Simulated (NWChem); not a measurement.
Species: C₃H₂F₄; SMILES F/C=C(/F)C(F)F

```xyz
9

F     -0.7875     1.9722    -0.2673
C      0.4243     1.4650    -0.1516
C      0.6649     0.1807     0.1114
F      1.9327    -0.2260     0.2038
C     -0.3019    -0.9406     0.3402
F     -0.2470    -1.8117    -0.6905
F     -1.5570    -0.4812     0.4457
H      1.2404     2.1809    -0.2867
H     -0.0349    -1.4914     1.2613
```
Atoms are numbered in this order, from 1.

Results from NWChem. Pople sets run with spherical d functions. Coordinates come from a PBE0/def2-SVP optimisation. Ions are spin-unrestricted doublets at the neutral geometry; other ion states weren't tried.

For level B3LYP/6-31G*:

```yaml
vertical ionisation energy, ΔSCF (eV): 10.07
"−ε(HOMO) (eV)": 7.20
```

Q: What are these values for level M06-2X/6-31G*?

A: 
- vertical ionisation energy, ΔSCF (eV) = 10.34
- −ε(HOMO) (eV) = 8.88
